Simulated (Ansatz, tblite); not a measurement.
Adding an electron: the cluster Zr2S2⁺ (the lowest doublet isomer of a short search). Total charge 1; doublet. Geometry: B3LYP-D4/def2-SVP. Ansatz, gas phase; energy differences of separate SCF runs; the reduced species is a singlet (the triplet lies 0.29 eV higher at PBE0-D4/def2-TZVP).

Cartesian coordinates in Å:
```
Zr -1.0325 0.9119 -0.1711
Zr 1.3572 -0.2419 -0.1650
S -0.4848 -1.0119 -1.4925
S 0.1602 0.3418 1.8286
```

In the def2 sets Zr takes a core potential; there is no spin–orbit coupling. The xTB rows come from tblite. The structure comes from a short search, and lower isomers may exist.

(1) Estimate orbital energies and vertical electron affinities at: GFN1-xTB; GFN2-xTB; PBE-D4/def2-TZVP; r2SCAN-D4/def2-TZVP; PBE0-D4/def2-TZVP.

Results:

(1) 
| level | −HOMO (eV) | −LUMO (eV) | vertical EA (eV) | HOMO–LUMO gap (eV) | remarks |
| --- | --- | --- | --- | --- | --- |
| GFN1-xTB | – | – | 10.41 | – | – |
| GFN2-xTB | – | – | 11.18 | – | – |
| PBE-D4/def2-TZVP | 8.86 | 8.22 | 5.91 | 0.64 | restricted singlet, untested (singlet) |
| r2SCAN-D4/def2-TZVP | 9.00 | 7.85 | 5.74 | 1.16 | restricted singlet, untested (singlet) |
| PBE0-D4/def2-TZVP | 9.71 | 7.27 | 5.79 | 2.43 | restricted singlet, untested (singlet) |

  HOMO and LUMO are the levels of the spin that leaves or enters (xTB has no such levels and no spin-polarisation term). Other spin states of the ions may lie lower, which would lower the ionisation energy or raise the affinity. Raw xTB energy differences between charge states are shifted by several eV; the methods need an empirical correction for them.
